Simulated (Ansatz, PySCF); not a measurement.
Caution: the restricted solution is unstable towards spin-unrestricted or complex orbitals, so a lower solution exists and this singlet may not be the ground state. This singlet lies 1.33 eV below the relaxed triplet at the level composite: frozen-core CCSD(T) with HF/cc-pV5Z and the correlation energy extrapolated as X^-3 from cc-pVQZ and cc-pV5Z, plus full CI minus CCSD(T) in cc-pVDZ // B3LYP-D3(BJ)/def2-TZVP (Ansatz, a quantum-chemistry and plane-wave program).

B3LYP has the VWN-RPA correlation part, as in Gaussian. 

## HB, SMILES `[BH]` (lower singlet) (charge 0, multiplicity 1)

The numbers are results of B3LYP-D3(BJ)/def2-TZVP run with PySCF, not measurements.

```yaml
HOMO: -6.52 eV
dipole_moment: 1.59 D
HOMO–LUMO gap: 3.92 eV
LUMO: -2.60 eV
total_energy: -688.45 eV
cost: around 1.4 core-seconds (rough)
```

```xyz
2

B      0.6165     0.0000     0.0000
H     -0.6165     0.0000     0.0000
```
